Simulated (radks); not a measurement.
Valence configurations of neutral silver (all share [Kr]). Method: scalar-relativistic Kohn-Sham, PBE, spin-polarised, spherical densities, finite nucleus; open shells are filled with parallel spins first (spin-orbit coupling, left out, can overturn this in heavy ions); Fermi nuclear charge, rms radius 4.5454 fm; computed with a radial shooting solver on a logarithmic mesh with Libxc functionals. Energies are relative to 4d10 5s1; eigenvalues in eV for spin up.

valence          E (eV)  moment (Bohr magnetons)    e(4d)   e(5p)    e(5s)
4d10 5s1          0.000                        1   -7.504       -   -4.734
4d9.5 5s1 5p0.5   3.537                        2  -10.191  -1.768   -6.073
4d10 5p1          3.911                        1   -9.392  -1.891        -
4d9 5s1 5p1       7.815                        3  -12.754  -2.457   -7.247
4d9 5p2          12.699                        3  -14.232  -3.155        -
4d8.5 5s0.5 5p2  15.449                        4  -15.984  -3.429   -8.743
4d8 5s1 5p2      18.525                        5  -17.801  -3.709   -9.352
4d8 5s0.5 5p2.5  21.365                        5  -18.462  -4.014   -9.733
4d7 5s2 5p2      28.302                        5  -21.808  -4.133  -10.294
4d6 5s2 5p3      44.803                        7  -27.048  -5.322  -12.232

NIST lists [Kr] 4d10 5s1 as the ground configuration; this level of theory agrees among the configurations tried. The energies are those of spherical high-spin densities, not of single terms.
